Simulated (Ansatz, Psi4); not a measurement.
## CuCl (cuprous chloride): from total energies to a heat of formation

The species is CuCl (2 atoms), meant as a singlet with charge 0. SMILES: `[Cl][Cu]`. The coordinates come from a PBE0-D4/def2-TZVP relaxation.

```xyz
2

Cl    0.8983   -0.3452    0.4464
Cu   -0.8688    0.2850   -0.4424
```

Total energies at r2SCAN-D4/def2-SVP (density fitting) (Psi4 1.11); the atoms run unrestricted:

| species | state | energy (Eh) |
| --- | --- | --- |
| CuCl | singlet | -2100.314897 |
| Cl | doublet | -459.960094 |
| Cu | doublet | -1640.205356 |

Harmonic wavenumbers at BLYP/cc-pVTZ, in cm⁻¹: 393.

Measured heats of formation of the gaseous atoms at 298.15 K, in kJ/mol: Cl 121.3, Cu 337.6. Spin-orbit lowering of the atoms at 298 K (mean of the ground term's levels less their thermal mean, from spectra), in kJ/mol: Cl 3.44. Take 1 Eh = 2625.50 kJ/mol, 1 cm⁻¹ = 0.0119627 kJ/mol, RT = 2.479 kJ/mol.

Q: What heat of formation follows?

A: 
1. Electronic atomisation energy: (-459.960094) + (-1640.205356) − (-2100.314897) = 0.149447 Eh = 392.4 kJ/mol.
2. Zero-point energy: half the sum of the wavenumbers, 196.5 cm⁻¹ = 2.4 kJ/mol.
3. Thermal vibrational enthalpy, Σ hcν̃/(exp(hcν̃/kT) − 1): 0.8 kJ/mol. Translation, rotation and pV of a linear molecule: 3.5 RT = 8.7 kJ/mol.
4. The 2 free atoms carry 5/2 RT each: 12.4 kJ/mol.
5. Spin-orbit coupling lowers the free atoms by 3.44 = 3.4 kJ/mol.
6. Atomisation enthalpy at 298 K: 392.4 − 3.4 − 2.4 − 0.8 − 8.7 + 12.4 = 389.5 kJ/mol.
7. Sum of the atoms' heats of formation: 458.9 kJ/mol. Heat of formation: 458.9 − 389.5 = +69.4 kJ/mol.

The tabulated value is +91.1 kJ/mol (NIST-JANAF tables), so this level is off by -21.7 kJ/mol, or 5.9 % of the atomisation enthalpy that the table implies (367.8 kJ/mol). Relativity is left out. Anharmonicity and any spin-orbit splitting of the molecule are left out.
